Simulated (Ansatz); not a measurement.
Basis sets compared for 1-ethyl-3-methylimidazolium hexafluorophosphate (C6H11F6N2P). The state is a singlet with charge 0. Geometry r2SCAN-D4/def2-SVP. Ansatz on 4 threads of Intel Xeon 6975P-C on a shared host; times are rough, and most runs start from earlier orbitals.

```xyz
26

C     0.100   -0.419   -2.716
C     1.349   -0.331   -1.855
N     1.153    0.577   -0.713
C     0.857    1.923   -0.795
C     0.556    2.341    0.472
N     0.681    1.245    1.300
C     0.224    1.167    2.682
C     1.026    0.188    0.558
H     0.277   -1.139   -3.529
H    -0.149    0.551   -3.173
H    -0.751   -0.770   -2.117
H     1.588   -1.313   -1.427
H     2.223    0.031   -2.420
H     0.891    2.467   -1.735
H     0.270    3.319    0.850
H     0.363    2.146    3.157
H     0.806    0.406    3.215
H    -0.832    0.863    2.686
H     1.080   -0.839    0.915
F    -0.311   -2.140   -0.173
P    -1.709   -1.798    0.667
F    -1.517   -0.203    0.230
F    -0.756   -1.488    1.993
F    -2.567   -2.045   -0.683
F    -3.024   -1.396    1.511
F    -1.826   -3.344    1.100
```

Binding counts from free atoms (C triplet, N quartet, H doublet, F doublet, P quartet) in the same basis, without a counterpoise term.

```
           level  functions  energy (Eh)  HOMO (eV)  LUMO (eV)  binding per atom (eV)  wall time
 PBE-D4/def2-SVP        269   -1283.4047      -6.80      -1.99                   4.45      3.1 s
PBE0-D4/def2-SVP        269   -1283.4721      -8.38      -1.03                   4.32      6.5 s
```

Estimate the rows for PBE-D4/def2-TZVP (with forces), PBE0-D4/def2-TZVP (with forces).


```csv
level,functions,energy (Eh),HOMO (eV),LUMO (eV),binding per atom (eV),wall time
PBE-D4/def2-TZVP (with forces),537,-1284.6669,-7.20,-2.13,4.41,9 s
PBE0-D4/def2-TZVP (with forces),537,-1284.7228,-8.38,-1.15,4.29,31 s
```
